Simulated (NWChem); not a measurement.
CH2NS, doublet; SMILES N[C]=S

```xyz
5

N      0.1387     1.5959     0.0000
C     -0.4254     0.4107     0.0000
S      0.0535    -1.1121     0.0000
H      1.1520     1.7214     0.0000
H     -0.4274     2.4366     0.0000
```
Atoms are numbered in this order, from 1.

In the optimisation the excess spin sits in a' (Cs, its own frame). All runs use the structure optimised with PBE0/def2-SVP, spin-unrestricted. No stability test was run on the SCF state.

Symmetry labels are those of Cs in the frame above (b1 and b2, or b-type labels, depend on it).

### Question
List the 6 lowest vertical excitations from LDA (Slater exchange, VWN5)/aug-cc-pVDZ, spin-unrestricted, TDA (NWChem).

### Answer
```csv
state,energy (eV),oscillator strength,symmetry of the excitation,<S²>
state 1,2.55,0.000,a",0.75
state 2,3.01,0.000,a",0.76
state 3,3.45,0.025,a',0.76
state 4,3.90,0.014,a',0.90
state 5,4.37,0.003,a',2.58
state 6,4.39,0.058,a',0.78
```
